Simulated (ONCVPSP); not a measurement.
**Configuration tests for Ca (ONCV)**

calcium (Ca), optimised norm-conserving Vanderbilt (ONCV), made with ONCVPSP 4.0.1 (PBE, scalar-relativistic). Core [Ne], reference 3s2 3p6 4s1.75 4p0.25. Waves: 3s+4s: rc 2.15 bohr, ncon 4, nbas 7, qcut 4.4 1/bohr, 2 projectors; 3p+4p: rc 2.45 bohr, ncon 4, nbas 8, qcut 5.4 1/bohr, 3 projectors, debl 2.4 Ha; d scattering state at 0.11 Ha: rc 2.40 bohr, ncon 3, nbas 7, qcut 4.3 1/bohr, 2 projectors, debl 0.9 Ha. Local part: polynomial inside 2.10 bohr (lpopt 5, dvloc0 1 Ha). Core correction: Teter function, fcfact 2.5, rcfact 1.3.

In the d channel the program set the typed energies aside and used -0.082, 0.818 Ha.

Energies are relative to the spin-unpolarised reference configuration 3s2 3p6 4s1.75 4p0.25; without spin polarisation the order of configurations can differ from experiment.

```csv
valence configuration,charge,ΔE all-electron (eV),error AE − PS (meV)
3s2 3p6 4s2 4p0,0,-0.594,0.0
3s2 3p6 4s0 4p0,+2,17.535,-6.9
```

(1) What are ΔE and the potential's error for 3s1 3p6 4s2 4p0?

(2) What are ΔE and the potential's error for 3s2 3p6 4s1 4p0?

Results:

(1) ΔE = 53.635 eV all-electron; the error (AE − PS) is -348 meV.

(2) ΔE = 5.715 eV all-electron; the error (AE − PS) is -0.7 meV.
